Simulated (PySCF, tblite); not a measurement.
Isomers of C6H6F2. Computed with GFN2-xTB (tblite): harmonic, unscaled wavenumbers at the GFN2-xTB geometry, gas phase. Errors from tens to a few hundred cm⁻¹ against measured bands are possible. One conformer each.

Electronic energies: PBE0-D3(BJ)/def2-SVP at its own geometries (PySCF, gas phase).

| SMILES | electronic energy, lowest = 0 (kcal/mol) |
| --- | --- |
| FC1(F)C=C[C@@H]2C[C@@H]21 | 0.0 |
| CCC=C1C(F)=C1F | 67.4 |
| C=C/C(F)=C(\F)C=C | 20.9 |
| C=C/C=C\C=C(F)F | 16.6 |
| F/C=C1C=C/1CCF | 58.9 |
| C=C(F)/C=C/C=C\F | 17.9 |
| F/C=C1C=C\1CCF | 59.8 |
| C=C(F)/C=C/C=C/F | 18.3 |

**Question.** How do GFN2-xTB zero-point energies change the relative energies?

**Answer.** 
```csv
SMILES,ZPE (kcal/mol),of it from modes above 1550 cm⁻¹,electronic (kcal/mol),"with ZPE, lowest = 0 (kcal/mol)",lowest mode (cm⁻¹),rings
FC1(F)C=C[C@@H]2C[C@@H]21,65.1,29.1,0.0,0.0,133,2
C=C/C=C\C=C(F)F,62.9,33.7,16.6,14.5,55,0
C=C(F)/C=C/C=C\F,62.8,33.7,17.9,15.6,54,0
C=C(F)/C=C/C=C/F,62.7,33.7,18.3,15.9,74,0
C=C/C(F)=C(\F)C=C,62.5,33.8,20.9,18.3,78,0
F/C=C1C=C/1CCF,62.8,31.3,58.9,56.6,33,1
F/C=C1C=C\1CCF,62.6,31.3,59.8,57.4,31,1
CCC=C1C(F)=C1F,63.5,31.4,67.4,65.8,45,1
```

The zero-point energies span 2.6 kcal/mol, from `C=C/C(F)=C(\F)C=C` to `FC1(F)C=C[C@@H]2C[C@@H]21`. The order is unchanged.

**Question.** And how do the electronic energies of GFN2-xTB itself compare?

**Answer.** `FC1(F)C=C[C@@H]2C[C@@H]21` 0.0; `C=C/C=C\C=C(F)F` 25.5; `C=C(F)/C=C/C=C\F` 24.9; `C=C(F)/C=C/C=C/F` 23.7; `C=C/C(F)=C(\F)C=C` 28.2; `F/C=C1C=C/1CCF` 53.7; `F/C=C1C=C\1CCF` 54.6; `CCC=C1C(F)=C1F` 63.1 kcal/mol, lowest = 0. Against the energies above, taken from the same isomer `FC1(F)C=C[C@@H]2C[C@@H]21`, the largest difference is 8.9 kcal/mol. The two levels were optimised apart and needn't hold the same conformer.

**Question.** What do entropy and thermal enthalpy add at 298.15 K and 1 bar (rigid rotor, harmonic oscillator, one conformer each)?

**Answer.** 
```
                   SMILES  point group  symmetry number  S (cal/(mol K))  H − H(0) (kcal/mol)  ZPE + H − H(0) − TS (kcal/mol)
FC1(F)C=C[C@@H]2C[C@@H]21           C1                1             79.6                 4.62                            45.9
          C=C/C=C\C=C(F)F           Cs                1             91.0                 5.87                            41.7
         C=C(F)/C=C/C=C\F           Cs                1             90.7                 5.83                            41.6
         C=C(F)/C=C/C=C/F           Cs                1             90.6                 5.89                            41.5
        C=C/C(F)=C(\F)C=C          C2h                2             88.5                 5.94                            42.1
           F/C=C1C=C/1CCF           C1                1             92.5                 5.91                            41.1
           F/C=C1C=C\1CCF           C1                1             93.3                 5.99                            40.8
           CCC=C1C(F)=C1F           C1                1             92.6                 6.06                            42.0
```
